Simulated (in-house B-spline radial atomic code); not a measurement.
Radial electron density of Er³⁺, [Kr] 4d10 4f11 5s2 5p5 5d1. Method: scalar-relativistic (X2C) PBE, spherical fractional occupations, Fermi nucleus of rms radius 5.2516 fm, inside a hard spherical wall at 4.3 bohr. Calculated with a radial B-spline atomic code at the basis-set limit.

One-electron X2C: radii and densities carry no picture-change correction, so inner-shell <1/r> comes out high (for 1s by about 2 % at Z = 33, 5 % at 54, 10 % at 75, 30 % at 118) and <r> low.

Columns: r (bohr), 4πr²n(r) (electrons per bohr), bar.

```
0.000442    2.609 #
0.000542    3.513 #
0.000665     4.72 ##
0.000816    6.321 ##
   0.001    8.413 ###
 0.00123     11.2 ####
  0.0015    14.64 #####
 0.00185    19.28 #######
 0.00226    24.83 #########
 0.00278    31.89 ############
  0.0034    40.08 ##############
 0.00417    49.64 ##################
 0.00512     60.2 ######################
 0.00628    70.98 ##########################
  0.0077    80.99 #############################
 0.00944    88.88 ################################
  0.0116    93.31 ##################################
  0.0142    93.29 ##################################
  0.0174     89.3 ################################
  0.0214    83.51 ##############################
  0.0262    80.31 #############################
  0.0321     83.9 ##############################
  0.0394     95.9 ###################################
  0.0483    111.8 ########################################
  0.0592    121.9 ############################################
  0.0726    118.2 ###########################################
  0.0891    103.5 #####################################
   0.109    92.68 #################################
   0.134    97.31 ###################################
   0.164    108.4 #######################################
   0.201    103.5 #####################################
   0.247    76.82 ############################
   0.303    53.16 ###################
   0.372     51.9 ###################
   0.456     59.6 ######################
   0.559    54.44 ####################
   0.685    37.58 ##############
    0.84    22.82 ########
    1.03    15.31 ######
    1.26    11.18 ####
    1.55    7.135 ###
     1.9    3.602 #
    2.33    1.397 #
    2.86   0.4133 
    3.51  0.07627 
    4.26 0.0001559
```

On this grid the curve has 4 maxima, near 0.0116, 0.0592, 0.164, 0.456 bohr.

The 5d radial function P(r) = rR(r), positive near the nucleus:

```
r (bohr)          P
  0.0077  0.0009315
  0.0116   0.002735
  0.0174   0.007692
  0.0262    0.02069
  0.0394    0.05089
  0.0592     0.1093
  0.0891     0.1906
   0.134     0.2309
   0.201       0.11
   0.303     -0.188
   0.456    -0.3528
   0.685   -0.06611
    1.03     0.4761
    1.55     0.7931
    2.33     0.6481
    3.51     0.2265
```
